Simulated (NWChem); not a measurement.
## hydrogen telluride (H2Te) in NWChem

SMILES: [TeH2]
```xyz
3

Te     0.0000     0.0000     0.0441
H     -1.1845     0.0000    -1.1474
H      1.1845     0.0000    -1.1474
```
Charge 0, spin multiplicity 1.

All runs are NWChem calculations. The geometry was optimised at PBE/def2-SVP with def2 effective core potentials on Te, a minimum by its harmonic frequencies.

Symmetry labels belong to the abelian group C2v used in the runs, with the axes of the coordinates shown; states degenerate in a higher group split over its labels.

Effective core potentials replace the inner electrons of Te; spin-orbit coupling is left out. B3LYP has NWChem's definition, with VWN1-RPA local correlation.

Q: List the lowest 4 singlet excitations that TD-B3LYP/def2-SVPD with def2 effective core potentials on Te, VWN1-RPA local correlation gives, with oscillator strengths.

A: 
| state | symmetry | energy (eV) | wavelength (nm) | f |
|---|---|---|---|---|
| 1 | a2 | 4.02 | 308 | 0.000 |
| 2 | b2 | 4.68 | 265 | 0.037 |
| 3 | a2 | 6.25 | 198 | 0.000 |
| 4 | b2 | 6.32 | 196 | 0.000 |
